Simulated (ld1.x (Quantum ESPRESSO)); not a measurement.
# tellurium TM: all-electron and pseudo phase curves

- Element: tellurium (Te)
- Generator: ld1.x (Quantum ESPRESSO) 7.5
- Type: norm-conserving Troullier–Martins (Kleinman–Bylander form)
- Functional: PBE
- Relativity: scalar-relativistic
- Frozen core: [Kr] 4d10
- Valence charge: 6
- Reference configuration: 5s1.5 5p4.5
- Partial waves: 5s (bound): rc 1.45 bohr; 5p (bound): rc 2.35 bohr
- Local potential: all-electron potential smoothed inside 1.55 bohr (lloc = -2)
- Core correction: none

The phase is arctan(r·u′/u) with u = r·R(r), unwrapped; energies in Ry, scanned from -3 to 5 Ry. A pole is an energy at which the radial function vanishes at the test radius. The pseudo phase is shifted by a multiple of π to meet the all-electron one at the reference energy, and phase errors are pseudo minus all-electron; the curves can meet again beyond the range given. Levels narrower than the energy grid can be missing from the lists of poles.

```json
{"channel": "s", "radius (bohr)": "2.54", "reference energy (Ry)": "-1.14", "poles, all-electron": "0.02", "poles, pseudo": "-0.17, 0.77", "unbroken range about the reference energy with phases within 0.05 rad": "below -0.1", "phase error 1 Ry above the reference energy (rad)": "-0.039"}
{"channel": "p", "radius (bohr)": "2.54", "reference energy (Ry)": "-0.46", "poles, all-electron": "1.38", "poles, pseudo": "1.24, 4.78", "unbroken range about the reference energy with phases within 0.05 rad": "below 2.0", "phase error 1 Ry above the reference energy (rad)": "-0.008"}
```

Note: ghost state, extra bound levels that the all-electron valence spectrum of the same l lacks: d at -2.33 eV. A true bound ghost makes a file unfit for plane-wave use.

Phases in the s channel:

```csv
E (Ry),all-electron,pseudo
-3.00,1.228,1.224
-2.76,1.188,1.184
-2.52,1.134,1.129
-2.28,1.051,1.044
-2.04,0.913,0.904
-1.80,0.649,0.635
-1.56,0.100,0.086
-1.32,-0.639,-0.642
-1.08,-1.084,-1.084
-0.84,-1.299,-1.302
-0.60,-1.418,-1.427
-0.36,-1.493,-1.512
-0.12,-1.546,-1.588
0.12,-1.587,-1.707
0.36,-1.621,-4.165
0.60,-1.650,-4.659
0.84,-1.677,-4.728
1.08,-1.702,-4.766
1.32,-1.728,-4.796
1.56,-1.756,-4.821
1.80,-1.786,-4.845
2.04,-1.820,-4.869
2.28,-1.861,-4.894
2.52,-1.911,-4.922
2.76,-1.977,-4.953
3.00,-2.068,-4.990
3.24,-2.200,-5.035
3.48,-2.408,-5.092
3.72,-2.740,-5.168
3.96,-3.205,-5.276
4.20,-3.659,-5.437
4.44,-3.975,-5.689
4.68,-4.171,-6.071
4.92,-4.297,-6.535
```
